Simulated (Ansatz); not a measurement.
Computed with Ansatz on PBE0-D4/def2-TZVP structures; ΔE is electronic, products minus reactants. CCSD(T)/CBS adds triple-zeta CCSD(T) − MP2 to the extrapolated MP2 energy (def2 sets, frozen cores). DFT in def2-TZVPP. def2 core potentials past Kr. For In outer-core shells are correlated without core-valence functions, which leaves a few kJ/mol of doubt a bond. One conformer a species, not always the lowest.

`NC[SiH2]BF` + `[OH][InH2]` → `NC[O][InH2]` + `FB[SiH3]`  (substitution at a C–Si bond)

**Question.** Is it downhill or uphill in electronic energy at CCSD(T)/CBS, and by how much? (An estimate is asked.)

**Answer.** Ansatz gave: Uphill: ΔE = +40.4 kJ/mol.

**Question.** What do these levels give: PBE-D4, ωB97X-V, ωB97M-V, PBE, r2SCAN, MP2/CBS(def2)? (An estimate is asked.)

**Answer.** Computed: PBE-D4 35.7, ωB97X-V 35.2, ωB97M-V 39.6, PBE 34.6, r2SCAN 34.7, MP2/CBS(def2) 46.4 kJ/mol.

Largest T1 diagnostic among the species: 0.017.

In def2-TZVPP, CCSD(T) changes the Hartree–Fock value by +8.0 kJ/mol (the triples alone add −0.5 kJ/mol) and MP2 by +14.0 kJ/mol.
